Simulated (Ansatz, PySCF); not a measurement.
Species: CH₅GeO₂, net charge 0, doublet state. It need not be the lowest isomer of its formula. 
Coordinates optimised at B3LYP-D3(BJ)/def2-TZVP (Ansatz, a program for electronic structure):
```
Ge
O 1 1.7937
H 2 0.9642 1 111.94
O 1 1.8118 2 101.80 3 -35.36
H 4 0.9629 1 113.66 2 163.16
C 1 1.9907 2 103.73 3 -150.32
H 6 1.0880 1 110.33 2 179.46
H 6 1.0882 7 110.15 1 -120.52
H 6 1.0903 7 110.50 8 -122.12
```
Charge 0, spin multiplicity 2.

Total electronic energies in hartree. Correlated levels leave the core frozen unless marked. UHF or UKS for open shells. No spin-orbit coupling. Frozen are the shells of the preceding noble gas and the d and f shells that filled before the atom's block. No relativistic terms. CBS(X,Y): correlation extrapolated as X^-3; Hartree-Fock from the larger set. [CCSD(T)-MP2]/basis is that difference in the basis named.

```tsv
level	program	energy (Eh)
HF/STO-3G	Ansatz	-2239.74011
HF/6-31G*	Ansatz	-2265.58947
HF/cc-pVDZ	Ansatz	-2265.86870
HF/cc-pVQZ	Ansatz	-2266.03920
HF-D3(BJ)/def2-TZVPD	PySCF + dftd3	-2266.03636
RI-HF/cc-pVTZ	Ansatz	-2266.01860
SVWN5/def2-TZVPD	PySCF	-2264.07577
PBE-D3(BJ)/def2-TZVPD	Ansatz + dftd3	-2268.15595
r2SCAN-D4/def2-TZVPD	Ansatz + dftd4	-2268.57505
B97M-V/def2-TZVPD	Ansatz	-2268.24081
PBE0/STO-3G	Ansatz	-2241.61232
PBE0/6-31G*	Ansatz	-2267.81447
PBE0-D3(BJ)/def2-TZVP	Ansatz + dftd3	-2268.20628
PBE0-D3(BJ)/def2-TZVPD	Ansatz + dftd3	-2268.21037
PBE0/def2-TZVPD	Ansatz	-2268.20552
r2SCANh-D4/def2-TZVPD	Ansatz + dftd4	-2268.55495
r2SCAN0/def2-TZVPD	Ansatz	-2268.52483
MP2/STO-3G	Ansatz	-2239.89380
MP2/cc-pVTZ	Ansatz	-2266.78571
RI-MP2/CBS(cc-pVTZ,cc-pVQZ)	Ansatz	-2266.9056
CCSD/6-31G	Ansatz	-2265.89561
CCSD/cc-pVTZ	Ansatz	-2266.80728
RI-MP2/CBS(cc-pVTZ,cc-pVQZ)+[CCSD(T)-MP2]/cc-pVTZ	Ansatz	-2266.9571
```

Totals of different functionals don't rank their quality; only differences between species are comparable.
